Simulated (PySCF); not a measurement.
Working with the constants of InH

RHF-CCSD(T) constants of InH, ¹Σ⁺ (singlet), closed shell (In cc-pVTZ-PP with ECP28, H cc-pVTZ; scalar-relativistic core potentials (PySCF 2.14); masses 114.9039 and 1.0078 u):

| Item | Value |
| --- | --- |
| ωe | 1487.2 cm⁻¹ |
| ωexe | 22.4 cm⁻¹ |
| Be | 4.9525 cm⁻¹ |
| αe | 0.125 cm⁻¹ |
| D (centrifugal) | 0.000220 cm⁻¹ |
| De to In + H | 2.74 eV |

(1) Give the band origin of the fundamental and the first lines of its P and R branches.

(2) Near which J would the R branch turn back, without centrifugal distortion?

Correlated steps freeze 4 core orbitals. Spin–orbit coupling is left out, which matters for elements this heavy, above all for dissociation energies. Where the molecule has an RHF reference, its open-shell atoms are computed with UHF.

## Answers

(1) ν0 = ωe − 2ωexe = 1442.4 cm⁻¹, B0 = 4.8900, B1 = 4.7650 cm⁻¹.

| J″ | P(J″) − ν0 | R(J″) − ν0 |
| --- | --- | --- |
| 0 |  | 9.529 |
| 1 | -9.779 | 18.803 |
| 2 | -19.803 | 27.816 |
| 3 | -30.066 | 36.564 |
| 4 | -40.564 | 45.040 |
| 5 | -51.290 | 53.240 |
| 6 | -62.240 | 61.158 |

(2) At J ≈ (B0 + B1)/(2(B0 − B1)) − 1 ≈ 38.
